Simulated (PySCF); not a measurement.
Job file and geometry (Å, from GFN2-xTB) of an NMR shielding run on SMILES C1(C#C)=C(F)BC=CB1, C6H5B2F, PySCF 2.14.0, density-fitted response routines, GIAO PBE0/pcSseg-1 NMR shielding, non-relativistic, gas phase; density fitting, a coarse starting grid and PySCF grid level 2 are the driver's defaults:

```
$ OMP_NUM_THREADS=1 python probes_run.py task.json out

{"job": {"kind": "nmr", "xc": "PBE0", "basis": "pcSseg-1"}, "charge": 0, "multiplicity": 1}
C      2.561989    -0.889573     2.090564
C      1.680685    -0.568155     1.336992
C      0.636562    -0.193826     0.468881
C      0.599656     1.046537    -0.088799
F      1.611031     1.912119     0.200861
B     -0.582420     1.551965    -0.946267
C     -1.696702     0.521281    -1.280766
C     -1.685162    -0.716009    -0.746485
B     -0.457042    -1.227137     0.053990
H      3.333681    -1.173223     2.741936
H     -0.665122     2.680880    -1.239042
H     -2.531819     0.806312    -1.913543
H     -2.514543    -1.384369    -0.959601
H     -0.291471    -2.367275     0.259114
```

Question: What does the program print?

Answer: 
```
coarse grid: 12880 points
cycle   1  E = -380.4584389900  dE =  1.331e+00  |g| = 5.346e-01  |ddm| = 3.757e+00
cycle   2  E = -380.4060284108  dE =  5.241e-02  |g| = 7.380e-01  |ddm| = 1.202e+00
cycle   3  E = -380.5149579320  dE = -1.089e-01  |g| = 1.476e-01  |ddm| = 7.036e-01
cycle   4  E = -380.5203426324  dE = -5.385e-03  |g| = 6.959e-02  |ddm| = 2.116e-01
cycle   5  E = -380.5215199926  dE = -1.177e-03  |g| = 2.221e-02  |ddm| = 6.784e-02
cycle   6  E = -380.5216204011  dE = -1.004e-04  |g| = 6.731e-03  |ddm| = 3.043e-02
cycle   7  E = -380.5216298176  dE = -9.416e-06  |g| = 3.167e-03  |ddm| = 7.546e-03
cycle   8  E = -380.5216323000  dE = -2.482e-06  |g| = 6.330e-04  |ddm| = 3.635e-03
final grid: 128128 points
cycle   9  E = -380.5785844529  dE = -4.132e-05  |g| = 7.297e-03  |ddm| = 6.553e-02
cycle  10  E = -380.5785752424  dE =  9.211e-06  |g| = 1.016e-02  |ddm| = 1.775e-02
cycle  11  E = -380.5785973448  dE = -2.210e-05  |g| = 2.219e-03  |ddm| = 1.101e-02
cycle  12  E = -380.5785983456  dE = -1.001e-06  |g| = 6.167e-04  |ddm| = 2.112e-03
cycle  13  E = -380.5785984353  dE = -8.970e-08  |g| = 1.964e-04  |ddm| = 6.297e-04
cycle  14  E = -380.5785984428  dE = -7.484e-09  |g| = 4.175e-05  |ddm| = 1.713e-04
cycle  15  E = -380.5785984432  dE = -4.018e-10  |g| = 1.445e-05  |ddm| = 5.670e-05
converged SCF energy = -380.5785984432

GIAO shielding tensors (ppm)
atom      isotropic    diamagn.    paramagn.     s11        s22        s33       span
  0 C       77.014     258.586    -181.572     36.985     38.045    156.011    119.026
  1 C       99.952     245.559    -145.606      1.869      7.208    290.780    288.911
  2 C       52.510     265.198    -212.688    -44.842     44.635    157.737    202.579
  3 C      -17.059     249.295    -266.354   -130.743     11.264     68.303    199.046
  4 F      222.252     473.894    -251.642     78.002    193.880    394.874    316.872
  5 B       42.949     193.210    -150.261     -6.043     14.107    120.784    126.827
  6 C       21.928     256.488    -234.560   -100.233     -0.043    166.062    266.295
  7 C       19.048     256.367    -237.318   -106.684     -7.771    171.600    278.283
  8 B       36.084     189.281    -153.197     -7.547      1.469    114.331    121.879
  9 H       27.673      33.879      -6.206     24.840     25.314     32.866      8.027
 10 H       25.488      29.243      -3.755     21.388     27.275     27.801      6.413
 11 H       24.217      29.050      -4.833     20.203     25.105     27.343      7.140
 12 H       24.119      29.397      -5.278     19.589     25.404     27.364      7.775
 13 H       25.349      28.955      -3.606     20.466     27.333     28.248      7.782
```

Size and cost of the density-fitted run: 178 basis functions, 37 s wall time on 1 thread of an Arm Neoverse V1, shared host; peak memory 0.79 GiB.
